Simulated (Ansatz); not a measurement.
```xyz
8

C    -0.0039   -0.0039   -0.4502
C    -0.0040    1.2240    0.1890
C     0.0078   -1.2359    0.1975
H    -0.0090    0.0014   -1.5347
H     0.0052    2.1562   -0.3723
H    -0.0003    1.2891    1.2912
H     0.0015   -2.1548   -0.3723
H    -0.0096   -1.2967    1.2860
```

Basis set: STO-3G (spherical functions). Frozen core: 3 orbitals. Charge 0, multiplicity 2.

Computed with Ansatz (development build ahead of 0.2.0); each method stands on the lowest determinant of its kind that the runs found.

The atomization energy at this shape (free ground-state atoms in the same class of orbitals less the molecule, no zero-point energy) of doublet C3H5:

```json
{"method": "UHF-MP2", "atomization energy": "33.27 eV"}
```

Question: What does UHF give?

Answer: 30.61 eV. Caution: the unrestricted determinant is spin contaminated.

This basis has no polarisation functions and is too small for such energies, which can lie far from measured ones in either direction.
